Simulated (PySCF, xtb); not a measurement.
hexa-1,5-diene (C6H10), SMILES C=CCCC=C. One conformer was computed; it need not be the lowest.

Harmonic wavenumbers (cm⁻¹) from GFN2-xTB (xtb) at its own minimum, in rising order: 60, 102, 120, 244, 308, 429, 526, 554, 649, 852, 869, 895, 901, 947, 1005, 1020, 1023, 1035, 1091, 1146, 1161, 1231, 1279, 1307, 1327, 1347, 1417, 1424, 1466, 1483, 1720, 1724, 2925, 2953, 2963, 2982, 3037, 3067, 3093, 3108, 3120, 3128.

What does PBE-D3(BJ)/def2-SVP run with PySCF 2.14.0 give at its own minimum? (An estimate is asked for; the answer gives what the named calculation found.)

78, 114, 148, 240, 305, 413, 532, 539, 651, 812, 822, 890, 896, 912, 971, 988, 997, 1002, 1043, 1124, 1156, 1222, 1260, 1275, 1295, 1328, 1372, 1381, 1388, 1407, 1672, 1674, 2945, 2951, 2984, 3017, 3062, 3064, 3079, 3081, 3162, 3170. Paired by order, the mean absolute difference is 27 cm⁻¹ and the zero-point energies are 87.3 and 86.4 kcal/mol.
